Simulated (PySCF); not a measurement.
Molecule: ethynyl(dimethyl)borane, C₄H₇B, net charge 0, singlet state. SMILES: C#CB(C)C
Geometry from a B3LYP-D3(BJ)/def2-TZVP (Ansatz) optimisation:
```xyz
12

C      2.1383    -0.9330     0.0504
C      1.0313    -0.4500     0.0243
B     -0.3651     0.1593    -0.0086
C     -0.5286     1.7107     0.1406
C     -1.6070    -0.7789    -0.1910
H      3.1128    -1.3581     0.0734
H      0.2631     2.1906     0.7170
H     -1.5036     2.0041     0.5356
H     -0.4691     2.1309    -0.8740
H     -1.3980    -1.6954    -0.7438
H     -1.9147    -1.0909     0.8178
H     -2.4687    -0.2710    -0.6292
```
Charge 0, spin multiplicity 1.

Dispersion corrections to the total energy (kcal/mol) from the dftd3 and dftd4 libraries through PySCF: D3(BJ) without and D4 with the three-body term, each with the damping fitted for the functional named.

```
functional  D3(BJ)     D4
----------  ------  -----
TPSS         -6.32  -6.43
HF          -39.13      …
B3LYP        -8.58  -7.58
HSE06        -3.29      …
BHLYP            …  -5.41
B2PLYP       -3.94  -3.34
BP86         -7.82  -6.31
```

Task: Fill in the missing entries.

Result: 
- HF, D4: -17.30
- HSE06, D4: -3.73
- BHLYP, D3(BJ): -6.61
